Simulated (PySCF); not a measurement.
## ZnO⁻: one state, many levels of theory

State: ²Σ⁺ (doublet), unpaired electrons σ ↑. Set-up: PySCF, no relativity, basis sets Zn def2-TZVPPD, O def2-TZVPPD. De refers to Zn + O⁻ in their high-spin ground configurations, without counterpoise correction. The functionals are run spin-unrestricted. A positive dipole points towards O; it is taken about the centre of mass and depends on that origin. Levels whose curve was spin-contaminated or gave no clean fit are not listed.

```json
{"Level": "PBE", "Re (Å)": "1.770", "ωe (cm⁻¹)": "634", "De (eV)": "2.34", "μ (D)": "-3.24"}
{"Level": "TPSS", "Re (Å)": "1.764", "ωe (cm⁻¹)": "645", "De (eV)": "2.32", "μ (D)": "-3.20"}
{"Level": "r²SCAN", "Re (Å)": "1.748", "ωe (cm⁻¹)": "667", "De (eV)": "2.39", "μ (D)": "-3.26"}
{"Level": "M06-L", "Re (Å)": "1.787", "ωe (cm⁻¹)": "574", "De (eV)": "n/a", "μ (D)": "-2.68"}
{"Level": "PBE0", "Re (Å)": "1.762", "ωe (cm⁻¹)": "630", "De (eV)": "2.04", "μ (D)": "-3.48"}
{"Level": "r²SCAN0", "Re (Å)": "1.753", "ωe (cm⁻¹)": "632", "De (eV)": "n/a", "μ (D)": "-3.47"}
{"Level": "M06", "Re (Å)": "1.800", "ωe (cm⁻¹)": "500", "De (eV)": "1.72", "μ (D)": "-3.04"}
{"Level": "BHandHLYP", "Re (Å)": "1.807", "ωe (cm⁻¹)": "491", "De (eV)": "n/a", "μ (D)": "-3.25"}
{"Level": "ωB97X", "Re (Å)": "1.770", "ωe (cm⁻¹)": "591", "De (eV)": "1.88", "μ (D)": "-3.47"}
```

The bond length runs from 1.748 Å (r²SCAN) to 1.807 Å (BHandHLYP). De spans 1.72 eV (M06, hybrid meta-GGA) to 2.39 eV (r²SCAN, meta-GGA).

For an ion De counts to the pair picked by the measured ionisation energies or electron affinities, which need not be the lowest pair at this level. The highest Kohn–Sham level is positive in this anion. Much of that is self-interaction error, but it also means that the finite basis helps to hold the extra electron. The state is the lowest determinant that a PBE0 search found; another state may lie lower at other levels.

The whole job (state search and all levels along the bond) took about 7 min on 2 threads of Arm Neoverse V1 (shared host), peak memory 4.5 GiB.
